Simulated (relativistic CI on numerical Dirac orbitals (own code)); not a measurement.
# Pr16+: q coefficients and field-shift factors

Computed by Dirac-Coulomb-Breit CI, separate exchange-only KLI orbitals for each configuration, derivatives by finite differences, unscaled Slater integrals, QED left out (own radial code, finite nucleus).

CI space (outside the closed core [Ar] 3d10): 4s2.4p6.4d7, 4s2.4p5.4d8, 4s2.4p6.4d6.4f, 4s2.4p4.4d9, 4s.4p6.4d8, 4s2.4p6.4d6.5s, 4p6.4d9, 4s2.4p6.4d5.5s2. Levels of other configurations are missing.

With x = (α/α₀)² − 1 an excitation energy changes as ω = ω₀ + qx; K = 2q/ω₀ is the relative enhancement. Terms are leading LS components, so labels can repeat. The field-shift factor is F = δν/δ⟨r²⟩ for the transition from the lowest level.

Lowest level 4s2.4p6.4d7 4F_9/2.

| Level | ω₀ (cm⁻¹) | q (cm⁻¹) | K | F (GHz/fm²) |
| --- | --- | --- | --- | --- |
| 4s2.4p6.4d7 2P_3/2 | 23762 | -548.2 | -0.0461 | -0.174 |
| 4s2.4p6.4d7 4F_7/2 | 27073 | 30950 | 2.29 | 0.452 |
| 4s2.4p6.4d7 4F_5/2 | 27694 | 11430 | 0.826 | 0.17 |
| 4s2.4p6.4d7 4F_3/2 | 43635 | 33590 | 1.54 | 0.483 |
| 4s2.4p6.4d7 4P_5/2 | 47338 | 31430 | 1.33 | 0.534 |
| 4s2.4p6.4d7 2G_9/2 | 49691 | 25540 | 1.03 | 0.432 |
| 4s2.4p6.4d7 4P_1/2 | 54379 | 29700 | 1.09 | 0.327 |
| 4s2.4p6.4d7 2H_11/2 | 66552 | 28350 | 0.852 | 0.589 |
| 4s2.4p6.4d7 2G_7/2 | 67965 | 37190 | 1.09 | 0.586 |
| 4s2.4p6.4d7 2D_5/2 | 77573 | 53480 | 1.38 | 0.754 |
| 4s2.4p6.4d7 4P_3/2 | 77790 | 58620 | 1.51 | 0.821 |
| 4s2.4p6.4d7 2P_1/2 | 88769 | 62480 | 1.41 | 0.695 |
| 4s2.4p6.4d7 2F_5/2 | 89494 | 25560 | 0.571 | 0.492 |
| 4s2.4p6.4d7 2H_9/2 | 94772 | 60400 | 1.27 | 1.03 |
| 4s2.4p6.4d7 2D_3/2 | 108296 | 58570 | 1.08 | 0.866 |
| 4s2.4p6.4d7 2F_7/2 | 108311 | 51960 | 0.959 | 0.838 |
| 4s2.4p6.4d7 2D_3/2 | 139962 | 63020 | 0.9 | 1.05 |
| 4s2.4p6.4d7 2D_5/2 | 150836 | 57570 | 0.763 | 1.09 |
| 4s2.4p5.4d8 4G°_11/2 | 840201 | 45980 | 0.109 | 4.16 |
| 4s2.4p5.4d8 4F°_9/2 | 849444 | 42830 | 0.101 | 4.49 |
| 4s2.4p5.4d8 2D°_5/2 | 851685 | 43140 | 0.101 | 4.3 |
| 4s2.4p5.4d8 2S°_1/2 | 859386 | 42460 | 0.0988 | 4.47 |
| 4s2.4p5.4d8 2F°_7/2 | 862050 | 49470 | 0.115 | 4.29 |

At this charge energies of transitions that change n are usually good to better than 1 %, and those within a shell (Δn = 0) to a few per cent. Terms inside the open d or f shell come out 10 to 20 % too wide with unscaled integrals.
